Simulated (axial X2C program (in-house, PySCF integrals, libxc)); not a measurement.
**What spin–orbit coupling does to TiGa**

All values were computed with an in-house relativistic program for diatomic molecules. Spin-free means the one-electron spin-free X2C Hamiltonian; two-component (2c) means X2C with spin–orbit coupling and atomic mean-field two-electron Coulomb and Gaunt terms, so the difference of the two also holds small scalar two-electron terms. Basis: Ga dyall-cv3z [9s9p7d4f1g], Ti dyall-cv3z [10s10p6d4f2g] (cores contracted in-house); Gaussian nuclei, density fitting, unrestricted open shells. Masses: Ga 68.926 u, Ti 47.948 u.

Spin-free state: M_S = 5/2, Λ = 2 (beyond evenly filled blocks: 2 × σα, π+α, π-α, δ+α); fragments Ga + Ti.

```csv
level,Re (Å),ωe (cm⁻¹),μ (D)
PBE0,2.465,263.6,2.85
```

Dipoles are positive if Ti is the positive end.

Two-component determinant lowest at the distance of the search:

Ω = 1/2 (⟨Sz⟩ = 2.50, ⟨Lz⟩ = -2.00 at PBE0); fragments Ga + Ti.

```tsv
level	Re (Å)	ωe (cm⁻¹)	μ (D)
PBE0	2.465	263.9	2.84
```

Task: From the two tables, how do the constants change at the PBE0 level (2c against spin-free)?

Result: At the PBE0 level Re is unchanged within 0.001 Å and ωe rises by 0.3 cm⁻¹.

The state is one determinant whose occupation by symmetry is held fixed; it was picked as the lowest of a PBE0 search that is not exhaustive. De is not given where an atomic determinant may have missed its ground term or J level, or where the truncated virtual space spoils (T). Density functionals use the spin component along the axis (collinear). Other states lie close and PBE0, whose exact exchange favours high spin, may order them wrongly; the determinant shown need not be the ground state. The nearest other spin-free determinant of the search, M_S = 3/2, Λ = 2, lies 0.20 eV up at the distance of the search. The functionals have no current-density term, which raises determinants with orbital currents, atoms included. The spin of this state cannot come from the lowest atoms; the curve heads to a higher limit, and no De is given. With several unpaired electrons one determinant need not be a pure state.
